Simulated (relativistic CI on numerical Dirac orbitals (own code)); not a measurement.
# Slater's F² for Si from its measured terms

Problem. The ground configuration 3s2 3p2 of Si has the measured levels 3P: 0.0 (J = 0), 77.1 (J = 1), 223.2 (J = 2); 1D: 6298.8 (J = 2); 1S: 15394.4 (J = 0) cm⁻¹ (NIST Handbook of Basic Atomic Spectroscopic Data (Sansonetti and Martin, J. Phys. Chem. Ref. Data 34, 1559 (2005))). Test the one-configuration theory of p2 and extract F²(3p,3p).

Working.
1. Centres of gravity, weighted by 2J + 1: 3P 149.7, 1D 6298.8, 1S 15394.4 cm⁻¹. To first order spin-orbit coupling drops out of them.
2. Slater-Condon theory gives 1D − 3P = 6F²/25 and 1S − 1D = 9F²/25, so the ratio of the upper interval to the lower is 9/6 = 1.500, whatever F².
3. Measured intervals: 6149.2 and 9095.5 cm⁻¹, ratio 1.479.
4. F² from the lower interval is 25622 and from the upper 25265 cm⁻¹.

Check. The radial integral calculated for this configuration (Dirac-KLI orbitals, unscaled) is F² = 35156 cm⁻¹; the two empirical values are 73 % and 72 % of it. The ratio is close to the theoretical one, partly by a balance of effects: correlation narrows both intervals.
